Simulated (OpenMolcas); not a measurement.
## Ru+: effect of the active space

* Program: OpenMolcas 26.06
* Method: MS-CASPT2, IPEA 0.25 Eh, imaginary shift 0.1 Eh
* Basis: ANO-R1
* Scalar Hamiltonian: X2C, finite nucleus
* Spin-orbit coupling: state interaction with AMFI integrals over the reference wave functions, term energies averaged over their components

A. 7 electrons in 5 orbitals (4d); 2S+1 = 4 even, 10 roots; 2S+1 = 2 even, 40 roots; closed shells correlated: 4s 4p; CASPT2 step about 4 core-seconds
B. 7 electrons in 6 orbitals (4d 5s); 2S+1 = 4 even, 50 roots; 2S+1 = 6 even, 6 roots kept (CI in the orbitals of an earlier block); 2S+1 = 2 even, 105 roots kept (CI in the orbitals of an earlier block); closed shells correlated: 4s 4p; CASPT2 step roughly 22 core-seconds

Energies in cm-1 above 4d7 4F 9/2, the measured ground level; measured values from NIST Handbook of Basic Atomic Spectroscopic Data.

```
            Level      A      B  Measured
       4d7 4F 9/2    0.0    0.0       0.0
       4d7 4F 7/2   1547   1659      1523
       4d7 4F 5/2   2560   2730      2494
       4d7 4F 3/2   3220   3400      3104
4d7 4P 3/2 [68 %]  10820   9110      8478
       4d7 4P 5/2  10890   8850      8257
       4d7 4P 1/2  11920  10110      9374
       4d7 2G 9/2  11970  11660          
       4d7 2G 7/2  13450  13120          
4d7 2P 3/2 [55 %]  14510  13390          
       4d7 2P 1/2  15880  15280          
      4d7 2H 11/2  16590  16480          
       4d7 2H 9/2  18040  17970          
       4d7 2F 5/2  25820  24270          
       4d7 2F 7/2  26550  24600
```

Deviations, from unrounded energies. A percentage is the sum of absolute deviations over the sum of measured energies, with the sign that they share, or ± where signs differ.

```csv
Against measurement,Levels,A,B
mean absolute deviation (cm-1),6,1300,440
fine structure of the ground term (%),3,+2.9,+9.3
other terms of the ground configuration (%),3,+28.8,+7.6
```

B lies closest to measurement on these levels. The largest miss of B in the table is 4d7 4P 1/2, by +740 cm-1. The ranking rests on the paired levels alone, and a cruder setting can come out closer through cancelling errors.

The spin-orbit steps hold different terms of 4d7 (B lacks a 2D), which shifts levels as well.

Between A and B the level of the table that moves most is 4d7 4P 5/2, by 2000 cm-1 (lowest in B, highest in A). Moves below CASPT2's spread within the term are not significant.

CASPT2 does not keep the components of a term degenerate, so their means are used; among the terms shown or strongly mixed into the levels shown the widest spread is 960 cm-1 (4d7 4F, B). Configurations with an s electron lie low at this charge and mix in, so terms can be misplaced (holds for A). The CASPT2 spread within a term exceeds the gap to the next term for 4d7 2D(1) and 4d7 2H, so the order of their levels is uncertain (holds for A). Some terms miss by over 15 % even with CASPT2, which points to a basis or an active space too small for the shells correlated (holds for A). Blocks of more than 70 roots (2S+1 = 2 even) ran without multistate coupling (holds for B). Terms from blocks run as CI alone lack orbitals of their own (holds for B). Configurations are named by rounded mean occupations; where the s occupation lies near a half they are strongly mixed, a name can repeat and a true partner stay unpaired (holds for B). Measured partners are found by configuration, term and J. A level has none where our copy of the source lacks it or the pairing is in doubt (some pairs that miss far off the trend of their configuration count as doubtful), and it then counts in no deviation. Only configurations of the active space appear. Levels that lie high or do not pair safely by name in every column are left out.

A share in square brackets marks a mixed level and gives the weight of the term that names it, the lowest over the columns. A number in round brackets counts repeated terms of one configuration in the order of the reference energies.
